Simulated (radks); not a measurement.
Question: These are the eigenvalues of the occupied orbitals of an atom or ion with whole-number occupations (hartree). All-electron calculation, scalar-relativistic Kohn-Sham, PBE, spin-polarised, spherical densities, finite nucleus; Fermi nuclear charge, rms radius of each element as measured or else 0.836 A^(1/3) + 0.57 fm. Program: a radial shooting solver on a logarithmic mesh with Libxc functionals.

| orbital | eigenvalue |
|---|---|
| 1s down | -729.6444 |
| 1s up | -729.6440 |
| 2s up | -104.0948 |
| 2s down | -104.0804 |
| 2p up | -93.18568 |
| 2p down | -93.17497 |
| 3s up | -18.71452 |
| 3s down | -18.70710 |
| 3p up | -15.14015 |
| 3p down | -15.13174 |
| 3d up | -9.32739 |
| 3d down | -9.31407 |
| 4s up | -3.57109 |
| 4s down | -3.49117 |
| 4p up | -2.60893 |
| 4p down | -2.52106 |
| 4d up | -1.24747 |

Which element is it, and in what charge state? The configuration may be excited. Open shells, if any, are filled with parallel spins first.

Answer: Z = 42, molybdenum, charge +3: Mo3+ in [Kr] 4d3. The list shows which subshells hold electrons but not how many an open one holds; the 1s level, -729.64 hartree, gives Z - s = 38.2 by -(Z - s)^2/2, which with screening and relativity narrows Z to a few neighbours, and the depths of the outer levels then fix element, charge and occupations together.
